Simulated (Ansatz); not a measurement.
System: TaF2 (charge 0, quartet). The spin state was set by rule; other spins were not relaxed. 
Coordinates optimised at B3LYP-D3(BJ)/def2-TZVP (Ansatz, an electronic-structure program):
SMILES: [F][Ta][F]
```xyz
3

Ta     0.0000     0.0000     0.0000
F      0.0000     0.0000     1.8916
F      0.0000     0.0000    -1.8916
```
Charge 0, spin multiplicity 4.

Computed values are from Ansatz. Correlated levels leave the core frozen unless marked. UHF or UKS for open shells. No spin-orbit coupling. The frozen core is the preceding noble-gas configuration, with the filled d and f shells of earlier blocks. Past Kr the def2 sets carry scalar-relativistic core potentials. CBS(X,Y): correlation extrapolated as X^-3; Hartree-Fock from the larger set. The bracket is a focal-point correction in the basis named.

**Question.** What is the total energy at CCSD(T)/CBS(def2-TZVPP,def2-QZVPP)?

**Answer.** -256.1971 Eh.

**Question.** What is the dipole moment at CCSD(T)/def2-SVPD?

**Answer.** 0.00 D.

**Question.** What is the vertical ionisation energy (to the triplet) at RI-MP2/CBS(def2-TZVPPD,def2-QZVPPD)+[CCSD(T)-MP2]/def2-TZVPPD?

**Answer.** 8.50 eV.

**Question.** What is the atomisation energy De at CCSD(T)/CBS(def2-TZVPP,def2-QZVPP)?

**Answer.** 298.9 kcal/mol.

**Question.** What is the T1 diagnostic at CCSD/def2-QZVPP?

**Answer.** 0.018.
